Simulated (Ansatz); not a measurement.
H$_{3}$PSe, SMILES `P[SeH]`. Charge 0, multiplicity 1. All single points use the PBE0-D4/def2-TZVP geometry.

```xyz
5

P    -0.001   -0.705    0.490
Se    0.217    1.206   -0.702
H    -0.396   -1.532   -0.594
H    -1.340   -0.487    0.907
H     1.520    1.519   -0.100
```

Q: What is the dipole moment at B3LYP/def2-TZVPP? (Estimate.)

A: Ansatz gave: 0.49 D, with components (-0.12, -0.42, 0.22) D in this frame, pointing from negative to positive charge.

Q: And with PBE, r2SCAN, ωB97M-V? (Best estimate.)

A: Ansatz gave: PBE 0.41 D, r2SCAN 0.46 D, ωB97M-V 0.53 D.

Q: Give the Mulliken charges with B3LYP, ωB97M-V, r2SCAN in def2-TZVPP. (Best estimate.)

A: The calculation gave: 
```json
{"atom": "P1", "B3LYP": "-0.03", "ωB97M-V": "-0.09", "r2SCAN": "0.00"}
{"atom": "Se2", "B3LYP": "-0.12", "ωB97M-V": "-0.14", "r2SCAN": "-0.13"}
{"atom": "H3", "B3LYP": "0.04", "ωB97M-V": "0.08", "r2SCAN": "0.03"}
{"atom": "H4", "B3LYP": "0.04", "ωB97M-V": "0.08", "r2SCAN": "0.03"}
{"atom": "H5", "B3LYP": "0.06", "ωB97M-V": "0.08", "r2SCAN": "0.08"}
```

B3LYP here is the variant with VWN-RPA as its local correlation; programs differ in this.
